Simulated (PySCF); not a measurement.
PySCF input for C3H8O2Si, SMILES OC[SiH]1COC1, TPSSh-D3(BJ)/def2-SVP. 

```python
import numpy as np
from pyscf import gto, scf, dft
import os
os.environ['JAX_PLATFORMS'] = 'cpu'
from ase import Atoms, units
from ase.calculators.calculator import Calculator, all_changes
from sella import Sella

mol = gto.M(
    atom='''
    O     2.72401465    0.03179395    0.45705241
    C     1.73720103    0.07000561   -0.56548307
    Si    0.01826314    0.45978383    0.17594208
    C    -1.12540090   -0.94674484    0.80619975
    O    -2.16096316   -0.59348460   -0.12349589
    C    -1.53956460    0.40604336   -0.94304620
    H     2.79216363    0.90279095    0.85905333
    H     2.02472064    0.79479251   -1.33738951
    H     1.76809988   -0.91878212   -1.02617280
    H     0.11006375    1.62515016    1.06975859
    H    -0.79815463   -1.97702763    0.63386402
    H    -1.50528283   -0.87741880    1.82778907
    H    -2.16778126    1.29801747   -0.97954650
    H    -1.41733836    0.03320449   -1.96502046
    ''',
    basis='def2-SVP',
    charge=0,
    spin=0,
    max_memory=1600,
    verbose=3,
)
mf = dft.RKS(mol, xc='tpssh').density_fit(auxbasis='def2-universal-jkfit')
mf.disp = 'd3bj'
mf.grids.level = 4
mf.conv_tol = 1e-9
mf.max_cycle = 100
mf.kernel()
grad = mf.nuc_grad_method()
grad.grid_response = mol.nao <= 150
scan = grad.as_scanner()
scan.verbose = scan.base.verbose = 0
class SCF(Calculator):
    implemented_properties = ['energy', 'forces']
    def calculate(self, atoms=None, properties=None, system_changes=all_changes):
        super().calculate(atoms, properties, system_changes)
        e, g = scan(mol.set_geom_(self.atoms.positions, unit='Angstrom', inplace=False))
        assert scan.converged
        self.results = {'energy': float(e) * units.Hartree, 'forces': -np.asarray(g) * units.Hartree / units.Bohr}
atoms = Atoms(mol.elements, mol.atom_coords(unit='Angstrom'), calculator=SCF())
conv = Sella(atoms, order=0, internal=True, allow_fragments=True).run(fmax=0.002, steps=150)
mol_eq = mol.set_geom_(atoms.positions, unit='Angstrom', inplace=False)
print(mol_eq.tostring(format='xyz'))
mf.reset(mol_eq)
mf.verbose = 3
mf.kernel()
```

Output:

```
converged SCF energy = -558.758141566159
     Step          Energy         fmax         cmax       rtrust          rho
Sella   0   -15204.583484       0.9800       0.0000       0.1000       1.0000
Sella   1   -15204.642697       0.9800       0.0000       0.1000       1.0990
Sella   2   -15204.650019       0.4866       0.0000       0.1000       1.3133
Sella   3   -15204.652130       0.2092       0.0000       0.1000       1.1847
Sella   4   -15204.652771       0.0743       0.0000       0.1000       1.4878
Sella   5   -15204.653368       0.0626       0.0000       0.1000       1.2516
Sella   6   -15204.653546       0.0568       0.0000       0.1000       1.3833
Sella   7   -15204.653635       0.0354       0.0000       0.1000       1.2787
Sella   8   -15204.653660       0.0188       0.0000       0.1000       1.3133
Sella   9   -15204.653669       0.0079       0.0000       0.1000       1.3241
Sella  10   -15204.653673       0.0044       0.0000       0.1000       1.3516
Sella  11   -15204.653674       0.0034       0.0000       0.1000       1.3675
14
XYZ from PySCF
O           2.64077334       -0.05411663        0.52637075
C           1.72356053        0.08309593       -0.56627219
Si         -0.00302109        0.47888039        0.12404538
C          -1.06968927       -0.93635563        0.82008639
O          -2.13606562       -0.60980717       -0.10671544
C          -1.57207432        0.41149821       -0.96346068
H           2.73416645        0.81752929        0.94057315
H           2.07036249        0.82552036       -1.31405313
H           1.70816740       -0.88989864       -1.08359166
H           0.15267031        1.67924917        0.99960421
H          -0.69068214       -1.96235566        0.65125008
H          -1.42599321       -0.87315729        1.86278684
H          -2.22943422        1.29794540       -1.00270373
H          -1.44269968        0.04009662       -1.99841515
converged SCF energy = -558.760720996077
```

Self-consistency was reached.
